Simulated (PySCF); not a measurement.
CH6O3Si2, SMILES O(C=O)[SiH2]O[SiH3].

The structure is a stationary point at B3LYP-D3(BJ)/def2-SVP. The structure was generated by enumeration, and PubChem lists no compound with its InChIKey, so it may never have been made. Other conformers were not sampled.

Vertical ionisation energy (IE) and electron affinity (EA) in eV. Rows of orbital energies are one-electron estimates. Where ΔSCF, EOM or ADC give a negative EA the extra electron is unbound and the value depends on the basis.

```json
[
 {"level": "−ε(HOMO), −ε(LUMO), CAM-B3LYP/def2-TZVP (PySCF)", "IE": "10.03", "EA": "-0.85"},
 {"level": "−ε(HOMO), −ε(LUMO), PBE/def2-TZVP (PySCF)", "IE": "6.85", "EA": "1.53"}
]
```
